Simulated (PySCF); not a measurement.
These are B3LYP-D3(BJ)/def2-TZVP (PySCF) values and carry that method's errors. All species are isolated molecules in the gas phase. B3LYP has the VWN-RPA correlation part, as in Gaussian. 

Reference species (SMILES): `B=C=C` (neutral, multiplicity 1).

```yaml
dipole_moment: 0.66 D
HOMO: -6.14 eV
LUMO: -2.81 eV
```

Changed species: `B1C=C1`.

Problem. Predict the effect on the dipole moment, HOMO and LUMO.

Solution. the dipole moment goes up by 0.49 D, to 1.15 D; the HOMO decreases by 1.67 eV, to -7.81 eV; the LUMO goes up by 2.30 eV, to -0.51 eV.
